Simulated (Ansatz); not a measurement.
`N=C([SiH3])BO` + `CC[Si]O` → `CC[Si]O[SiH3]` + `N=CBO`  (ligand exchange at the Si–C bond)

Program: Ansatz. Geometries: PBE0-D4/def2-TZVP. ΔE: electronic, gas phase. CCSD(T)/CBS adds triple-zeta CCSD(T) − MP2 to the extrapolated MP2 energy (def2 sets, frozen cores). DFT in def2-TZVPP. One conformer a species, not always the lowest.

| level | ΔE (kcal/mol) |
| --- | --- |
| revPBE-D4 | -23.6 |
| B97M-V | -27.2 |
| PBE0-D4 | -25.5 |
| CAM-B3LYP-D4 | -29.0 |
| B2PLYP | -27.9 |
| PBE0 | -25.1 |
| BHLYP | -29.7 |
| HF/def2-QZVPP | -32.7 |

(1) What does CCSD(T)/CBS give? (An estimate is asked.)

Largest T1 diagnostic among the species: 0.014.

## Answers

(1) Computed: -27.7 kcal/mol. The listed levels differ from it by 4.1, 0.5, 2.2, -1.3, -0.2, 2.6, -2.0, -5.0 kcal/mol.

From BLYP to BHLYP (50 % exact exchange), in def2-TZVPP and without D4, ΔE moves by −4.1 kcal/mol. The D4 term adds −0.8 kcal/mol with B3LYP and −0.5 kcal/mol with PBE0; it sums over pairs of atoms, weighted by their polarisabilities, and B3LYP, whose exchange is more repulsive, gets the larger term.

B3LYP here is the variant with VWN-RPA as its local correlation; programs differ in this.
